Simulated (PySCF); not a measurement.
# Energy profile

The step: GaH₃S ([SH][GaH2]) → GaH + H₂S; bonds formed: S2–H3; bonds broken: Ga1–S2, Ga1–H3 (atoms numbered as in the saddle structure below).

```xyz
5
angstrom
Ga -0.4682 -0.8146 0.8122
S 0.3078 0.7818 -1.0301
H 0.9524 -0.4788 0.0651
H -1.9994 -0.9153 0.4239
H 1.2075 1.4270 -0.2710
```

Electronic energies by CCSD(T) at an estimated basis limit (MP2 extrapolated from triple and quadruple zeta, plus CCSD(T) − MP2 in triple zeta), on PBE0-D4/def2-TZVP structures; GaH₃S, closed shell; no counterpoise correction. Program: PySCF 2.14 with density fitting (its default auxiliary sets; JK sets also for MP2 and CCSD(T)). Basis: def2-TZVPP and def2-QZVPP. Cores are frozen in the correlated methods. Filled d shells of the heavier atoms are correlated. The def2 sets are not built for correlating such inner shells, so the correlated values are less sure here. Extrapolation: Hartree–Fock as exp(−7.88 √X), correlation as X^−2.97.

Problem. Give the profile in eV, counted from the start structure. (To be estimated.)

Solution. Computed:
```csv
point,eV
start structure,0.000
saddle,2.507
end structure,1.541
"separated: GaH (Ga1, H4; singlet) + H₂S (S2, H3, H5; singlet)",1.793
```

T1 diagnostic: at most 0.017. The restricted Hartree–Fock reference is unstable towards an unrestricted one at one or more of these structures.

Labels in which every atom is bracketed show which atoms are joined, not bond orders.

For scale, one of the runs: CCSD(T)/def2-TZVPP, 132 basis functions, launched by `OMP_NUM_THREADS=4 python run.py`. Hardware: 4 CPU threads of an Arm Neoverse V2, shared host. Wall time 61 s; peak host memory 0.72 GiB.
